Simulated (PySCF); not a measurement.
Members of one family of related compounds. Method used: TDDFT wB97X-D/def2-SVPD, vertical, gas phase, core orbitals frozen in the response in PySCF. Geometries: PBE0-D3(BJ)/def2-SVP; one conformer of each isolated species. Triplets are in the Tamm–Dancoff approximation. Atoms past krypton carry core potentials; spin–orbit coupling is left out.

Question: Rank by computed HOMO energy, lowest first.
A. GaCl2Me, `[CH3][Ga]([Cl])[Cl]`
B. GaCl2(SiH3), `[SiH3][Ga]([Cl])[Cl]`
C. GaCl2(CF3), `[C]([Ga]([Cl])[Cl])(F)(F)F`
D. GaCl2Ph, `[Cl][Ga]([c]1ccccc1)[Cl]`
E. GaCl2H, `[Cl][GaH][Cl]`
F. GaCl2Br, `[Cl][Ga]([Cl])[Br]`
G. GaCl2I, `[Cl][Ga]([Cl])[I]`
H. GaCl2F, `[F][Ga]([Cl])[Cl]`

Answer: H (-11.75 eV), C (-11.33 eV), E (-11.12 eV), F (-10.98 eV), A (-10.77 eV), B (-10.33 eV), G (-10.12 eV), D (-9.64 eV).

```json
{"SMILES": "[F][Ga]([Cl])[Cl]", "HOMO (eV)": "-11.75", "LUMO (eV)": "-0.67", "first f ≥ 0.01 (nm)": "196", "T1 (eV)": "5.92", "α (au)": "51.4", "S1 mainly": "H→L (96%)"}
{"SMILES": "F[C](F)(F)[Ga]([Cl])[Cl]", "HOMO (eV)": "-11.33", "LUMO (eV)": "-0.48", "first f ≥ 0.01 (nm)": "181", "T1 (eV)": "5.77", "α (au)": "67.9", "S1 mainly": "H→L (98%)"}
{"SMILES": "[H][Ga]([Cl])[Cl]", "HOMO (eV)": "-11.12", "LUMO (eV)": "-0.18", "first f ≥ 0.01 (nm)": "176", "T1 (eV)": "5.96", "α (au)": "54.6", "S1 mainly": "H-1→L (98%)"}
{"SMILES": "[Cl][Ga]([Cl])[Br]", "HOMO (eV)": "-10.98", "LUMO (eV)": "-0.71", "first f ≥ 0.01 (nm)": "218", "T1 (eV)": "5.30", "α (au)": "74.6", "S1 mainly": "H→L (96%)"}
{"SMILES": "[CH3][Ga]([Cl])[Cl]", "HOMO (eV)": "-10.77", "LUMO (eV)": "0.36", "first f ≥ 0.01 (nm)": "177", "T1 (eV)": "6.10", "α (au)": "66.8", "S1 mainly": "H→L (95%)"}
{"SMILES": "[SiH3][Ga]([Cl])[Cl]", "HOMO (eV)": "-10.33", "LUMO (eV)": "-0.47", "first f ≥ 0.01 (nm)": "233", "T1 (eV)": "4.71", "α (au)": "87.0", "S1 mainly": "H→L (98%)"}
{"SMILES": "[Cl][Ga]([Cl])[I]", "HOMO (eV)": "-10.12", "LUMO (eV)": "-0.81", "first f ≥ 0.01 (nm)": "256", "T1 (eV)": "4.43", "α (au)": "89.5", "S1 mainly": "H→L (97%)"}
{"SMILES": "[Cl][Ga]([Cl])[c]1ccccc1", "HOMO (eV)": "-9.64", "LUMO (eV)": "-0.23", "first f ≥ 0.01 (nm)": "220", "T1 (eV)": "4.06", "α (au)": "122.0", "S1 mainly": "H→L (70%)"}
```

H and L stand for HOMO and LUMO.

- `[F][Ga]([Cl])[Cl]`: Löwdin shares by element: HOMO chlorine 95%; LUMO gallium 47%, chlorine 41%, fluorine 11%.
- `F[C](F)(F)[Ga]([Cl])[Cl]`: Löwdin shares by element: HOMO chlorine 48%, carbon 15%, gallium 14% (atoms not listed hold the other 22%); LUMO gallium 52%, chlorine 30%, carbon 9%.
- `[H][Ga]([Cl])[Cl]`: Löwdin shares by element: HOMO chlorine 96%; LUMO gallium 59%, chlorine 30%, hydrogen 11%.
- `[Cl][Ga]([Cl])[Br]`: Löwdin shares by element: HOMO bromine 78%, chlorine 18%; LUMO gallium 40%, chlorine 36%, bromine 24%.
- `[CH3][Ga]([Cl])[Cl]`: Löwdin shares by element: HOMO chlorine 58%, carbon 21%, gallium 14%; LUMO gallium 52%, chlorine 30%, carbon 12%.
- `[SiH3][Ga]([Cl])[Cl]`: Löwdin shares by element: HOMO chlorine 44%, silicon 25%, gallium 21%; LUMO gallium 50%, chlorine 24%, silicon 20%.
- `[Cl][Ga]([Cl])[I]`: Löwdin shares by element: HOMO iodine 87%, gallium 6%; LUMO gallium 36%, chlorine 33%, iodine 31%.
- `[Cl][Ga]([Cl])[c]1ccccc1`: Löwdin shares by element: HOMO carbon 81% or more (atoms not listed hold the other 19%); LUMO gallium 31%, carbon 26% or more, chlorine 8% or more (atoms not listed hold the other 35%).
